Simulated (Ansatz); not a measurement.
Species: C$_{2}$H$_{2}$F, charge 0, doublet. C2H2F (SMILES [H]/[C]=C\F, doublet).
B3LYP-D3(BJ)/def2-TZVP minimum from Ansatz (a quantum-chemistry and plane-wave program):
```
C
C 1 1.2993
F 1 1.3620 2 122.94
H 2 1.0735 1 143.70 3 0.00
H 1 1.0829 2 125.50 4 180.00
```
Charge 0, spin multiplicity 2.

Total energies in hartree (Ansatz). UHF or UKS for unpaired electrons; spin-orbit terms are left out. Correlated methods leave the cores frozen. No relativity. Where a partner has so few electrons that a lower coupled-cluster level is exact, that level stands in. The UHF reference of C2H2F ([H]/[C]=C\F, doublet) is spin-contaminated (<S^2> up to 0.18 over the pure value in the sets run).

| species | HF/cc-pVTZ | CCSD(T)/cc-pVTZ | HF/cc-pVQZ | CCSD(T)/cc-pVQZ | CCSD(T)/cc-pVDZ | CCSDT(Q)/cc-pVDZ |
|---|---|---|---|---|---|---|
| 1: C2H2F (SMILES [H]/[C]=C\F, doublet) | -176.30245 | -176.87736 | -176.31593 | -176.93099 | -176.70052 | -176.70293 |
| 2: F (doublet) | -99.40552 | -99.62036 | -99.41377 | -99.65026 | -99.52757 | -99.52776 |
| 3: C (triplet) | -37.69157 | -37.78076 | -37.69331 | -37.78654 | -37.76038 | -37.76071 |
| 4: H (doublet) | -0.49981 | -0.49981 | -0.49995 | -0.49995 | -0.49928 | -0.49928 |

Question: Work out the atomisation energy (electronic, to ground-state atoms) in kJ/mol: take Hartree-Fock from cc-pVQZ, extrapolate the CCSD(T) correlation energy as X^-3 (X = 3, 4), and add CCSDT(Q) - CCSD(T) in cc-pVDZ. 1 hartree = 2625.5 kJ/mol.

Answer: 
Species 1: correlation (64·(-0.61506) - 27·(-0.57491))/37 = -0.64436; step -0.00241; E1 = -176.31593 + (-0.64436) + (-0.00241) = -176.96270
Species 2: correlation (64·(-0.23649) - 27·(-0.21484))/37 = -0.25229; step -0.00019; E2 = -99.41377 + (-0.25229) + (-0.00019) = -99.66625
Species 3: correlation (64·(-0.09323) - 27·(-0.08919))/37 = -0.09618; step -0.00033; E3 = -37.69331 + (-0.09618) + (-0.00033) = -37.78982
Species 4: correlation (64·(0.00000) - 27·(0.00000))/37 = 0.00000; step +0.00000; E4 = -0.49995 + (0.00000) + (+0.00000) = -0.49995
-1·E1 +1·E2 +2·E3 +2·E4 = 0.71691 hartree = 1882.2 kJ/mol.
